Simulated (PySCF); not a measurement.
C₂H₁₀OSi₂.
Structure used (GFN2-xTB), in Å, numbered top down from 1:
```
atom  x, y, z in Å
O1     2.1560    0.5953   -0.4954
C2     1.2491   -0.4804   -0.3839
C3     0.0066   -0.0952    0.4081
Si4   -0.5048    1.6629   -0.1438
Si5   -1.3473   -1.4184    0.2504
H6     2.4435    0.8427    0.3902
H7     0.9819   -0.7274   -1.4141
H8     1.7481   -1.3572    0.0556
H9     0.2882   -0.0377    1.4670
H10    0.4150    2.6721    0.3880
H11   -1.8372    1.9372    0.4039
H12   -0.5388    1.7165   -1.6019
H13   -1.8157   -1.5013   -1.1332
H14   -2.4559   -1.0818    1.1433
H15   -0.7932   -2.7193    0.6439
```

The closed-shell SCF was solved with PySCF and density fitting under several settings on one GFN2-xTB geometry (grid level 2 and gas phase unless stated).

| settings | basis functions | SCF cycles | E (Eh) | HOMO (eV) | LUMO (eV) | dipole (D) |
| --- | --- | --- | --- | --- | --- | --- |
| PBE0/pcSseg-1 | 149 | 13 | -735.9503 | -8.05 | 0.42 | 1.69 |
| PBE0/def2-SVPD | 191 | 13 | -735.7075 | -8.15 | 0.09 | 1.63 |
| OPBE/pcSseg-1 | 149 | 14 | -736.2183 | -6.39 | -0.12 | 1.62 |
| PBE0/pcSseg-1, IEF-PCM methanol | 149 | 12 | -735.9574 | -7.90 | 0.68 | 2.25 |
| PBE0/pcSseg-1, start guess atom | 149 | 10 | -735.9503 | -8.05 | 0.42 | 1.69 |
| PBE0/IGLO-II | 196 | 13 | -736.0067 | -8.01 | 0.46 | 1.65 |
| HCTH407/pcSseg-1, fitting basis def2-qzvpp-jkfit | 149 | 11 | -736.4349 | -6.59 | -0.50 | 1.63 |

Question: Estimate the row for these settings: B3LYP/ANO-RCC-VDZP, IEF-PCM benzene.

Answer: 
```
                           settings  basis functions  SCF cycles     E (Eh)  HOMO (eV)  LUMO (eV)  dipole (D)
B3LYP/ANO-RCC-VDZP, IEF-PCM benzene              128          13  -736.2748      -7.68      -0.06        1.84
```

Question: Over all rows, what range does the HOMO–LUMO gap span?

Answer: From 6.09 eV (HCTH407/pcSseg-1, fitting basis def2-qzvpp-jkfit) to 8.58 eV (PBE0/pcSseg-1, IEF-PCM methanol). The functional of the narrowest has no exact exchange, that of the widest 25 % exact exchange.

Question: Compare two rows with the functional PBE0: PBE0/pcSseg-1, start guess atom and PBE0/def2-SVPD. Which energy is lower, and by how much?

Answer: PBE0/pcSseg-1, start guess atom (149 functions) lies 0.2428 Eh or 152 kcal/mol below PBE0/def2-SVPD (191 functions). The smaller set gives the lower energy; the two sets aren't nested, so the variational bound doesn't order them by size.

Cycle counts include a coarse-grid stage where the run had one. ANO-RCC sets were contracted for a scalar-relativistic Hamiltonian, but ran non-relativistically here. The structure is a single GFN2-xTB conformer; no vibrational corrections.
